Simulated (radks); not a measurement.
Results of a calculation; reference values are marked as such.
Code: a radial shooting solver on a logarithmic mesh with Libxc functionals. Model: scalar-relativistic Kohn-Sham, LB94 model potential, spin-unpolarised, spherical densities, finite nucleus; Fermi nuclear charge, rms radius of each element as measured or else 0.836 A^(1/3) + 0.57 fm. Response by self-consistent Sternheimer equations with the Hartree and adiabatic LDA kernel, the relativistic mass of each level held fixed and spin-orbit coupling left out. For heavy and open-shell atoms this level of theory can miss by tens of per cent. Rank Tm5+, Tm4+, Tm2+, Tm3+, Tm+, Tm6+, Tm (NIST ground configurations) by static dipole polarisability, largest first.

Answer. Tm 100.5, Tm+ 40.93, Tm2+ 6.992, Tm3+ 4.641, Tm4+ 3.571, Tm5+ 2.959, Tm6+ 2.475 bohr^3.
